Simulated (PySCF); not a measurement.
PySCF input file for C₃H₆BN₃, SMILES CNB1N=CC=N1, B3LYP-D3(BJ)/def2-SVP. Coordinates come from a B3LYP-D3(BJ)/def2-SVP optimisation. This is a generated structure with no PubChem entry under its InChIKey; it may be hypothetical. The values are those of a single conformer.

```python
import numpy as np
from pyscf import gto, scf, dft, df
from pyscf.hessian import thermo

mol = gto.M(
    atom='''
    C    -0.31442485    2.60098351   -0.00000000
    N     0.59491264    1.47254617   -0.00000000
    B     0.24587965    0.13380091    0.00000000
    N    -1.16614773   -0.37802850    0.00000000
    C    -0.99248319   -1.64440514   -0.00000000
    C     0.49090531   -2.01933219   -0.00000000
    N     1.24502194   -0.98713582    0.00000000
    H    -0.16968934    3.23497788    0.89162303
    H    -0.16968934    3.23497788   -0.89162303
    H    -1.34578365    2.22541919    0.00000000
    H     1.58585173    1.69925337   -0.00000000
    H    -1.81254755   -2.38135189   -0.00000000
    H     0.86196830   -3.05743092    0.00000000
    ''',
    basis='def2-SVP',
    charge=0,
    spin=0,
    max_memory=1600,
    verbose=3,
)
mf = dft.RKS(mol, xc='b3lyp').density_fit(auxbasis='def2-universal-jkfit')
mf.disp = 'd3bj'
mf.grids.level = 3
mf.conv_tol = 1e-11
mf.max_cycle = 100
mf.kernel()

# analytic Hessian; the response equations are solved on a coarser grid
h, args, fine = mf.Hessian(), (mf.mo_energy, mf.mo_coeff, mf.mo_occ), mf.grids
h.max_memory = max(150, 2.5e-5 * df.make_auxmol(mol, mf.with_df.auxbasis).nao * mol.nelec[0] * (mol.nelec[0] + mol.nao))  # MB; small integral blocks
h1ao = h.make_h1(mf.mo_coeff, mf.mo_occ)
mf.grids = dft.Grids(mol).set(level=1).build(with_non0tab=True)
mo1, mo_e1 = h.solve_mo1(*args, h1ao)
mf.grids = fine
hess = h.hess_elec(*args, mo1, mo_e1, h1ao) + h.hess_nuc()
if mf.do_disp():
    hess += h.get_dispersion()
for i in range(mol.natm):  # the analytic DFT Hessian lacks the response of the grid: restore translational invariance
    hess[i, i] -= hess[i].sum(axis=0)
hess = (hess + hess.transpose(1, 0, 3, 2)) / 2
vib = thermo.harmonic_analysis(mol, hess, imaginary_freq=False)
thermo.dump_normal_mode(mol, vib)
th = thermo.thermo(mf, vib['freq_au'][vib['freq_au'] > 0], 298.15, 101325)
thermo.dump_thermo(mol, th)
g0 = mf.nuc_grad_method().set(verbose=0).kernel()

# dipole derivatives [dipole axis, atom, xyz] from the same response
r, irp = mol.intor('int1e_r'), mol.intor('int1e_irp').reshape(3, 3, mol.nao, mol.nao)
sl, dm0, ok = mol.aoslice_by_atom(), np.array(mf.make_rdm1()), []
dmu = np.einsum('a,xt->xat', mol.atom_charges(), np.eye(3))
for a, (_, _, p0, p1) in enumerate(sl):
    dmu[:, a] += 2 * np.einsum('xtij,ij->xt', irp[:, :, :, p0:p1], dm0.reshape(-1, mol.nao, mol.nao).sum(0)[:, p0:p1])
    for u, c, occ, f in [(mo1, mf.mo_coeff, mf.mo_occ, 4)]:
        dmu[:, a] -= f * np.einsum('tui,xuv,vi->xt', u[a], r, c[:, occ > 0], optimize=True)
L = vib['norm_mode']
ir = 974.8801 * (np.einsum('xat,kat->kx', dmu, L) ** 2).sum(1)       # km/mol
apt = np.einsum('xax->a', dmu) / 3
print('mode   freq/cm-1   IR/(km/mol)')
for k, w in enumerate(vib['freq_wavenumber']):
    print(f'{k + 1:4d} {w:11.2f} {ir[k]:13.3f}')
print('max |gradient| / (hartree/bohr):', abs(g0).max())
print('APT charges:', apt.round(4))
```

Log of the run:

```
converged SCF energy = -306.868625749608

WARN: DFTD3 does not support analytical Hessian, using finite difference


WARN: Mole.unit (angstrom) is changed to Bohr

Mode                                 0                   1                   2
Irrep
Freq [cm^-1]                      112.9134            184.1013            190.8624
Reduced mass [au]                   3.1148              3.3777              1.1251
Force const [Dyne/A]                0.0234              0.0675              0.0241
Char temp [K]                     162.4572            264.8807            274.6085
Normal mode                   x     y     z       x     y     z       x     y     z
       0   C                -0.00 -0.00 -0.10   -0.12 -0.11  0.00    0.00  0.00  0.05
       1   N                 0.00  0.00  0.04    0.05  0.01  0.00   -0.00 -0.00 -0.02
       2   B                 0.00  0.00  0.12    0.09  0.00 -0.00   -0.00 -0.00 -0.02
       3   N                 0.00  0.00  0.12    0.06  0.09 -0.00   -0.00 -0.00 -0.05
       4   C                -0.00  0.00 -0.06   -0.02  0.08  0.00    0.00 -0.00 -0.03
       5   C                -0.00 -0.00 -0.11   -0.05 -0.01  0.00    0.00  0.00  0.04
       6   N                 0.00 -0.00  0.04    0.02 -0.06 -0.00   -0.00  0.00  0.02
       7   H                 0.05  0.16 -0.23   -0.21 -0.09  0.00    0.40  0.25 -0.19
       8   H                -0.05 -0.16 -0.23   -0.21 -0.09 -0.00   -0.40 -0.25 -0.19
       9   H                -0.00 -0.00  0.02   -0.06 -0.27  0.00    0.00  0.00  0.59
      10   H                 0.00  0.00 -0.01    0.02  0.13  0.00   -0.00 -0.00 -0.08
      11   H                -0.00  0.00 -0.16   -0.07  0.13  0.00    0.00 -0.00 -0.05
      12   H                -0.00 -0.00 -0.26   -0.11 -0.03  0.00    0.00  0.00  0.10
Mode                                 3                   4                   5
Irrep
Freq [cm^-1]                      237.3928            444.0338            498.3204
[...]
       4   C                -0.03 -0.02 -0.00    0.00  0.00  0.00    0.00  0.01 -0.00
       5   C                 0.00 -0.01  0.00   -0.00 -0.00  0.00   -0.00 -0.02 -0.00
       6   N                 0.07 -0.04  0.00   -0.00 -0.00 -0.00   -0.03  0.00  0.00
       7   H                 0.15 -0.12 -0.02    0.27 -0.47  0.17   -0.23 -0.00  0.06
       8   H                 0.15 -0.12  0.02   -0.27  0.47  0.17   -0.23 -0.00 -0.06
       9   H                 0.04 -0.01 -0.00    0.00 -0.00  0.28    0.27 -0.42 -0.00
      10   H                -0.10  0.20  0.00   -0.00  0.00 -0.04   -0.08 -0.10  0.00
      11   H                -0.11  0.07  0.00    0.00 -0.00 -0.01    0.12 -0.11  0.00
      12   H                -0.13 -0.05 -0.00    0.00  0.00  0.01    0.14  0.03 -0.00
Mode                                18                  19                  20
Irrep
Freq [cm^-1]                     1304.8123           1328.2353           1349.7701
Reduced mass [au]                   1.3233              1.4057              1.4942
Force const [Dyne/A]                1.3274              1.4612              1.6039
Char temp [K]                    1877.3343           1911.0349           1942.0187
Normal mode                   x     y     z       x     y     z       x     y     z
       0   C                 0.03  0.02  0.00   -0.00  0.00  0.00   -0.06 -0.01 -0.00
       1   N                -0.01 -0.01 -0.00   -0.00 -0.00 -0.00   -0.02  0.02  0.00
       2   B                 0.03 -0.06 -0.00    0.01  0.01  0.00    0.10  0.11 -0.00
       3   N                -0.04 -0.05 -0.00   -0.04 -0.04 -0.00   -0.03 -0.02  0.00
       4   C                 0.05  0.00 -0.00    0.10 -0.00 -0.00    0.00  0.00  0.00
       5   C                 0.05 -0.02 -0.00   -0.08  0.04 -0.00    0.02 -0.03  0.00
       6   N                -0.02  0.07  0.00    0.02 -0.05  0.00   -0.01  0.01 -0.00
       7   H                -0.07  0.01  0.02    0.00 -0.00  0.00    0.18 -0.04 -0.03
       8   H                -0.07  0.01 -0.02    0.00 -0.00 -0.00    0.18 -0.04  0.03
       9   H                 0.05 -0.06  0.00    0.00 -0.00  0.00   -0.06 -0.00 -0.00
      10   H                -0.06  0.22  0.00    0.01 -0.03  0.00    0.15 -0.70 -0.00
      11   H                -0.34  0.45 -0.00   -0.34  0.50 -0.00   -0.08  0.09  0.00
      12   H                -0.54 -0.23 -0.00    0.50  0.27 -0.00   -0.16 -0.10  0.00
Mode                                21                  22                  23
Irrep
Freq [cm^-1]                     1443.5667           1470.2434           1473.2547
Reduced mass [au]                   1.1957              1.0946              1.0396
Force const [Dyne/A]                1.4681              1.3941              1.3294
Char temp [K]                    2076.9710           2115.3529           2119.6855
Normal mode                   x     y     z       x     y     z       x     y     z
       0   C                -0.06  0.10 -0.00   -0.03 -0.04  0.00    0.00  0.00  0.05
       1   N                 0.00 -0.02 -0.00   -0.01  0.03  0.00    0.00 -0.00  0.01
       2   B                -0.02 -0.00  0.00   -0.01 -0.06 -0.00    0.00  0.00  0.00
       3   N                 0.00  0.01 -0.00    0.00  0.01  0.00   -0.00 -0.00  0.00
       4   C                -0.00 -0.01 -0.00    0.01 -0.00  0.00   -0.00 -0.00  0.00
       5   C                 0.00  0.00 -0.00   -0.00  0.00  0.00    0.00 -0.00  0.00
       6   N                 0.00 -0.00  0.00    0.00  0.01 -0.00   -0.00 -0.00 -0.00
       7   H                 0.37 -0.25  0.16    0.22  0.45 -0.37    0.48 -0.01 -0.04
       8   H                 0.37 -0.25 -0.16    0.22  0.45  0.37   -0.48  0.01 -0.04
       9   H                 0.18 -0.56  0.00    0.09 -0.35 -0.00   -0.00  0.00 -0.70
      10   H                -0.04  0.16  0.00    0.00  0.00 -0.00   -0.00  0.00 -0.01
      11   H                 0.00 -0.01 -0.00   -0.00  0.01 -0.00    0.00 -0.00 -0.00
      12   H                 0.01  0.01 -0.00    0.01  0.01 -0.00   -0.00 -0.00 -0.00
Mode                                24                  25                  26
Irrep
Freq [cm^-1]                     1609.7899           1638.9825           1681.4323
Reduced mass [au]                   4.3581              9.1566              8.2292
Force const [Dyne/A]                6.6541             14.4921             13.7077
Char temp [K]                    2316.1293           2358.1309           2419.2068
Normal mode                   x     y     z       x     y     z       x     y     z
       0   C                 0.01  0.02 -0.00   -0.00 -0.01  0.00    0.00 -0.00  0.00
       1   N                -0.01 -0.15  0.00    0.00  0.06 -0.00   -0.01  0.01  0.00
       2   B                 0.04  0.18 -0.00   -0.01 -0.07  0.00    0.01 -0.01  0.00
       3   N                -0.00 -0.04  0.00    0.02 -0.12 -0.00   -0.01  0.12 -0.00
       4   C                -0.02  0.03  0.00   -0.02  0.14 -0.00    0.02 -0.15 -0.00
       5   C                 0.04  0.04  0.00    0.09  0.11 -0.00    0.09  0.12  0.00
       6   N                -0.03 -0.05 -0.00   -0.07 -0.09  0.00   -0.07 -0.09  0.00
       7   H                -0.06  0.15 -0.08    0.03 -0.05  0.02   -0.00 -0.00  0.00
       8   H                -0.06  0.15  0.08    0.03 -0.05 -0.02   -0.00 -0.00 -0.00
       9   H                 0.05 -0.09  0.00   -0.02  0.02 -0.00   -0.00  0.01 -0.00
      10   H                -0.12  0.25 -0.00    0.04 -0.08  0.00    0.01 -0.05  0.00
      11   H                 0.02 -0.02  0.00    0.09  0.03 -0.00   -0.15  0.02 -0.00
      12   H                -0.04  0.01  0.00   -0.06  0.06 -0.00   -0.14  0.05 -0.00
Mode                                27                  28                  29
Irrep
Freq [cm^-1]                     3016.2786           3078.5906           3084.4105
Reduced mass [au]                   1.0378              1.1054              1.0922
Force const [Dyne/A]                5.5632              6.1726              6.1218
Char temp [K]                    4339.7534           4429.4065           4437.7800
Normal mode                   x     y     z       x     y     z       x     y     z
       0   C                -0.01  0.05 -0.00    0.00 -0.00 -0.09    0.00  0.00  0.00
       1   N                -0.00  0.00  0.00   -0.00 -0.00  0.00    0.00 -0.00 -0.00
       2   B                -0.00 -0.00 -0.00    0.00  0.00 -0.00    0.00  0.00  0.00
       3   N                 0.00  0.00  0.00   -0.00  0.00  0.00    0.00  0.00 -0.00
       4   C                 0.00  0.00  0.00   -0.00 -0.00  0.00   -0.04 -0.04  0.00
       5   C                -0.00  0.00  0.00    0.00 -0.00  0.00   -0.02  0.05  0.00
       6   N                -0.00  0.00 -0.00    0.00 -0.00 -0.00   -0.00 -0.00  0.00
       7   H                -0.09 -0.36 -0.53    0.10  0.39  0.54   -0.00 -0.00 -0.00
       8   H                -0.09 -0.36  0.53   -0.10 -0.39  0.54   -0.00 -0.00  0.00
       9   H                 0.32  0.12 -0.00   -0.00 -0.00 -0.02   -0.00 -0.00  0.00
      10   H                -0.00  0.00  0.00    0.00  0.00  0.00   -0.00 -0.00 -0.00
      11   H                -0.00 -0.00  0.00    0.00  0.00 -0.00    0.52  0.47  0.00
      12   H                 0.00 -0.01  0.00   -0.00  0.00 -0.00    0.22 -0.61 -0.00
Mode                                30                  31                  32
Irrep
Freq [cm^-1]                     3099.2339           3155.7354           3591.4683
Reduced mass [au]                   1.0954              1.1016              1.0762
Force const [Dyne/A]                6.1994              6.4639              8.1784
Char temp [K]                    4459.1076           4540.4007           5167.3232
Normal mode                   x     y     z       x     y     z       x     y     z
       0   C                -0.00  0.00  0.00    0.08  0.05  0.00   -0.00 -0.00 -0.00
       1   N                 0.00 -0.00 -0.00   -0.00 -0.00 -0.00   -0.07 -0.02  0.00
       2   B                 0.00  0.00  0.00    0.00 -0.00  0.00   -0.00  0.00  0.00
       3   N                -0.00  0.00  0.00   -0.00  0.00  0.00    0.00 -0.00 -0.00
       4   C                -0.04 -0.04  0.00   -0.00 -0.00  0.00   -0.00  0.00 -0.00
       5   C                 0.02 -0.06  0.00    0.00 -0.00  0.00    0.00  0.00 -0.00
       6   N                 0.00  0.00  0.00   -0.00  0.00  0.00    0.00 -0.00  0.00
       7   H                -0.00 -0.00 -0.00   -0.03 -0.12 -0.18    0.00  0.00  0.00
       8   H                -0.00 -0.00  0.00   -0.03 -0.12  0.18    0.00  0.00 -0.00
       9   H                 0.00  0.00  0.00   -0.84 -0.31  0.00    0.01  0.00 -0.00
      10   H                -0.00 -0.00 -0.00    0.01  0.01 -0.00    0.93  0.23 -0.00
      11   H                 0.49  0.42  0.00    0.00  0.00  0.00    0.00  0.00 -0.00
      12   H                -0.25  0.66  0.00   -0.00  0.00  0.00   -0.00  0.00 -0.00
temperature 298.1500 [K]
pressure 101325.00 [Pa]
Rotational constants [GHz] 6.98522 1.98635 1.56188
Symmetry number 1
Zero-point energy (ZPE) 0.10224 [Eh]   268442.702 [J/mol]
                           tot       elec      trans        rot        vib
Entropy [J/mol/K]       334.174      0.000    165.529    113.375     55.270
Cv [J/mol/K]             97.126      0.000     12.472     12.472     72.183
Cp [J/mol/K]            105.441      0.000     20.786     12.472     72.183
Internal energy [J/mol]                      3718.434   3718.434 278147.054
Internal energy [Eh]   -306.75985  -306.86863
Enthalpy [J/mol]                             6197.391   3718.434 278147.054
Enthalpy [Eh]          -306.75891
Gibbs free energy [J/mol]                  -43155.022 -30084.199 261668.214
Gibbs free energy [Eh] -306.79686
mode   freq/cm-1   IR/(km/mol)
   1      112.91        10.719
   2      184.10         2.043
   3      190.86         0.071
   4      237.39         1.579
   5      444.03         9.648
   6      498.32         3.088
   7      614.58         1.466
   8      657.20         0.130
   9      734.29        97.439
  10      813.09         2.392
  11      855.34         5.936
  12      880.43        15.159
  13      885.76        19.420
  14     1000.00         0.018
  15     1039.41        69.479
  16     1090.79        10.011
  17     1143.90         0.652
  18     1171.89        58.700
  19     1304.81         9.957
  20     1328.24        29.205
  21     1349.77        40.969
  22     1443.57        16.329
  23     1470.24        19.897
  24     1473.25         6.451
  25     1609.79       238.993
  26     1638.98         1.124
  27     1681.43        11.540
  28     3016.28        61.332
  29     3078.59        25.786
  30     3084.41        28.853
  31     3099.23        70.401
  32     3155.74         1.470
  33     3591.47        47.492
max |gradient| / (hartree/bohr): 5.882737059634995e-05
APT charges: [ 0.305  -0.6202  0.8403 -0.5855  0.2672  0.2727 -0.5723 -0.0416 -0.0416
  0.0432  0.1846 -0.026  -0.0261]
```

The calculation finished and met its thresholds.

Cost: very roughly 4 core-minutes.
